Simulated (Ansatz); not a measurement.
C4H10F2Si⁺, that is SiEt2F2 with one electron fewer, relaxed as a doublet with UKS PBE0-D4/def2-SVP in Ansatz, starting from the PBE0-D4/def2-SVP geometry of the neutral singlet. Force threshold 0.02 eV/Å.

Start:

```xyz
17

Si    0.157   -0.070    0.320
C    -1.063    1.314    0.114
C    -1.453    2.002    1.421
H    -1.953    0.902   -0.393
H    -0.626    2.040   -0.596
H    -2.177    2.814    1.252
H    -1.908    1.289    2.125
H    -0.574    2.437    1.920
C     0.602   -1.014   -1.215
C     1.614   -2.136   -0.986
H     0.983   -0.288   -1.956
H    -0.334   -1.412   -1.645
H     1.847   -2.669   -1.920
H     2.559   -1.743   -0.580
H     1.231   -2.875   -0.266
F    -0.423   -1.115    1.424
F     1.518    0.525    0.982
```

Task: Estimate the energy that the relaxation releases and the steps that it takes.

Result: 50.7 kJ/mol, in 6 steps; 42 s on 4 threads of Intel Xeon on a shared host. No frequencies were taken in this run, so the end may be a saddle point.

Task: Does the start keep its bonding and symmetry?

Result: By distances, no bond broke or formed. The bond that changes most is Si1–C9, from 1.86 to 1.94 Å (atoms count from 1).

Task: Predict the relaxed structure.

Result: 
Cartesian coordinates in Å:
```
Si 0.2042 -0.1118 0.4522
C -1.0730 1.2906 0.0458
C -1.3818 1.9221 1.3791
H -1.9173 0.7747 -0.4378
H -0.5440 1.9384 -0.6715
H -2.1048 2.7385 1.1498
H -1.8839 1.2455 2.0849
H -0.5136 2.3976 1.8575
C 0.5590 -0.9702 -1.2510
C 1.5608 -2.0500 -0.9314
H 0.9296 -0.1602 -1.8990
H -0.4261 -1.3272 -1.5909
H 1.7662 -2.5491 -1.9063
H 2.5239 -1.6678 -0.5645
H 1.1758 -2.8271 -0.2558
F -0.4143 -1.1547 1.4836
F 1.5394 0.5107 1.0553
```
Bond lengths: 2 × C–Si 1.94 Å; 2 × C–C 1.51 Å; 2 × F–Si 1.59 Å; 10 × C–H 1.10 to 1.11 Å.
